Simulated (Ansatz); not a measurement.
Diatomic ZnCl, multiplicity 2 (the spin of the measured ground state). No spin–orbit coupling. Zn is treated without relativity.

```
level                 bond energy D_e (kcal/mol)
--------------------  --------------------------
SVWN5/def2-TZVPP                           62.65
PBE/def2-TZVPP                             52.29
r2SCAN/def2-TZVPP                          57.63
B97M-V/def2-TZVPP                          51.25
B3LYP/def2-TZVPP                           46.68
PBE0/def2-TZVPP                            54.05
BHLYP/def2-TZVPP                           48.25
CAM-B3LYP/def2-TZVPP                       49.34
wB97X-V/def2-TZVPP                         54.18
wB97M-V/def2-TZVPP                         52.51
CCSD/def2-TZVPP                            48.13
CCSD(T)/def2-TZVPP                         49.02
```

The rows run from 46.68 (B3LYP/def2-TZVPP) to 62.65 kcal/mol (SVWN5/def2-TZVPP). The 10 functionals in def2-TZVPP without D3 or D4 span 15.97, from B3LYP to SVWN5.

D_e counts from the fitted minimum to each atom's lowest state at the same level, without counterpoise.

Correlated levels freeze the inner cores; with def2 sets outer-core shells near the valence are correlated too.

Run with Ansatz (a first-principles code).
